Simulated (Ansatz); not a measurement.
Geometry optimisation, RKS B3LYP-D4/def2-SVP in Ansatz 0.2.0.

The input (input.yaml):

```yaml
crystal:
  periodic: [false, false, false]
  atoms:
    - { symbol: Ta, position_ang: [0.0, 0.0, 0.0] }
    - { symbol: Cl, position_ang: [2.47, 0.0, 0.0] }
    - { symbol: F, position_ang: [0.0, 0.0, 1.93] }
    - { symbol: F, position_ang: [0.0, 0.0, -1.93] }
    - { symbol: F, position_ang: [-0.965, 1.6714, 0.0] }
    - { symbol: O, position_ang: [-1.01, -1.7493, 0.0] }
    - { symbol: H, position_ang: [-1.6563, -1.7655, 0.776] }
basis:
  gaussian: { orbitals: def2-SVP }
hamiltonian:
  xc: b3lyp
  dispersion: d4
relax:
  f_tol: 0.02
  max_steps: 40
```

Launched with:

```bash
$ ansatz run input.yaml --threads 4 --pin off --max-ram 5120MiB --backend cpu --events-out ev --progress --plain --runs-dir out
```

Problem. Where does it end, and by what steps?

Solution. The forces met the threshold. After 7 steps the energy has fallen by 0.654 eV; H7 moved furthest, 0.39 Å.

| step | energy less start (eV) | largest force component (eV/Å) | accepted |
| --- | --- | --- | --- |
| 0 | 0.0000 | 2.813 | yes |
| 1 | -0.5088 | 1.497 | yes |
| 2 | -0.6029 | 1.305 | yes |
| 3 | -0.6190 | 1.449 | yes |
| 4 | -0.6503 | 0.215 | yes |
| 5 | -0.6513 | 0.270 | yes |
| 6 | -0.6536 | 0.057 | yes |
| 7 | -0.6537 | 0.009 | yes |

```xyz
7
Properties=species:S:1:pos:R:3
Ta -0.017 0.043 -0.013
Cl 2.278 -0.193 0.048
F -0.136 0.116 1.883
F -0.075 0.050 -1.902
F -0.835 1.730 -0.036
O -1.005 -1.561 0.016
H -1.372 -2.027 0.781
```

Whether the end is a true minimum wasn't checked by a vibrational analysis.

Time of the run: 19 s on 4 threads of Arm Neoverse V1 (shared host), peak memory 0.27 GiB.
